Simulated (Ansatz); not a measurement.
Species: HF3SSi, SMILES `F[Si](F)(F)S` (charge 0, multiplicity 1).

Give a relaxed geometry from r2SCAN-D4/def2-TZVP (Ansatz, a program for electronic structure).

the end point of this relaxation (outside a Z-matrix the atoms follow the SMILES, hydrogens last).
Cartesian coordinates (Å) in one orientation:
```xyz
6

F     -1.554    -1.101    -0.349
Si    -0.471    -0.004    -0.036
F     -0.616     1.159    -1.090
F     -0.798     0.637     1.366
S      1.406    -0.923    -0.092
H      2.033     0.232     0.200
```
